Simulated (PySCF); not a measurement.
Species: C₅H₇PSe.
Cartesian coordinates in Å at the PBE0-D3(BJ)/def2-SVP level; atoms count from 1:
```xyz
14
C5H7PSe angstrom
C      2.0513    0.4711   -0.2706
C      1.6515   -0.4293    0.6266
C      0.3012   -0.5229    1.2738
P     -0.9925    0.5795    0.5864
Se    -0.8983    2.5922    1.1245
C     -2.4479   -0.3484    0.1604
C     -1.6850   -0.1024   -0.8992
H      3.0670    0.4451   -0.6725
H      1.3998    1.2815   -0.6138
H      2.3608   -1.1976    0.9588
H      0.3726   -0.2770    2.3481
H     -0.0880   -1.5523    1.2043
H     -3.4233   -0.7578    0.4324
H     -1.6756   -0.1950   -1.9872
```

The calculation used core-valence-separated Tamm–Dancoff BHandHLYP/aug-pcX-1 (pcseg-1 on H, def2-SVPD on Se, def2-SVPD on P) in PySCF, non-relativistic, gas phase, PBE0-D3(BJ)/def2-SVP geometry. No empirical shift is added; at this level the pattern usually sits a few eV under experiment.

The lowest roots of each edge with f over 0.003 (five at most, numbered afresh; weaker and dark ones are left out), with transition dipoles (au) in the frame of the coordinates:

```json
{"root": "1", "edge": "C", "E (eV)": "282.54", "μx": "-0.0297", "μy": "-0.0547", "μz": "-0.0687"}
{"root": "2", "edge": "C", "E (eV)": "282.68", "μx": "0.0419", "μy": "-0.0852", "μz": "0.0086"}
{"root": "3", "edge": "C", "E (eV)": "282.69", "μx": "-0.0399", "μy": "0.0853", "μz": "-0.0101"}
{"root": "4", "edge": "C", "E (eV)": "282.95", "μx": "-0.0290", "μy": "-0.0577", "μz": "-0.0705"}
{"root": "5", "edge": "C", "E (eV)": "285.64", "μx": "0.0424", "μy": "-0.0571", "μz": "0.0369"}
```

Question: What are the oscillator strengths?

Answer: f = (2/3) ΔE |μ|², with ΔE in hartree (27.2114 eV):

```csv
root,ΔE (Eh),|μ|² (au),f,core hole on
1,10.3832,0.008594,0.059,C1
2,10.3883,0.009089,0.063,C6/C7
3,10.3888,0.008970,0.062,C6/C7
4,10.3982,0.009141,0.063,C2
5,10.4972,0.006420,0.045,C3
```

Question: Molecules are fixed in this frame and the field points along (1, 0, −1)/√2. What effective strengths 3 f cos²θ do the roots have (θ between field and μ)?

Answer: root 1 (C1): 0.016, root 2 (C6/C7): 0.012, root 3 (C6/C7): 0.009, root 4 (C2): 0.018, root 5 (C3): 0.000. Averaged over all orientations cos²θ is 1/3, which gives f back.

 Relativistic effects, spin–orbit coupling among them, are left out although an element past zinc is present.

One conformer stands for the species.
